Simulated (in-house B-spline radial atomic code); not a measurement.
RPA and G0W0 for Hg2+, [Xe] 4f14 5d10, as one setting changes: the highest l of the empty states. Start: PBE. A dash marks a level of low quasi-particle weight. Computed with a B-spline radial code for spherical atoms: all electrons, scalar-relativistic (spin-free one-electron X2C), finite nucleus, each spin shell either full or empty, empty states to the listed l with an (l + 1/2)⁻⁴ tail; G0W0 by contour deformation at full frequency.

Without the two-electron picture change, the correlation of inner shells comes somewhat too large for so heavy an element.

| highest l of the empty states | RPA summed (Eh) | RPA extrapolated (Eh) | G0W0 level (eV) |
| --- | --- | --- | --- |
| 5 | -6.0999 | -7.1467 | - |
| 6 | ? | ? | ? |
| 7 | -6.6904 | -7.115 | - |
| 8 | -6.8085 | -7.0888 | - |
| 9 | -6.8784 | -7.0672 | - |
| 10 | ? | ? | ? |
| 11 | -6.9494 | -7.0427 | - |

(1) What belongs in the row for 6?

(2) What belongs in the row for 10?

## Answers

(1) RPA summed (Eh): -6.4826; RPA extrapolated (Eh): -7.1399; G0W0 level (eV): -.

(2) RPA summed (Eh): -6.9216; RPA extrapolated (Eh): -7.0528; G0W0 level (eV): -.
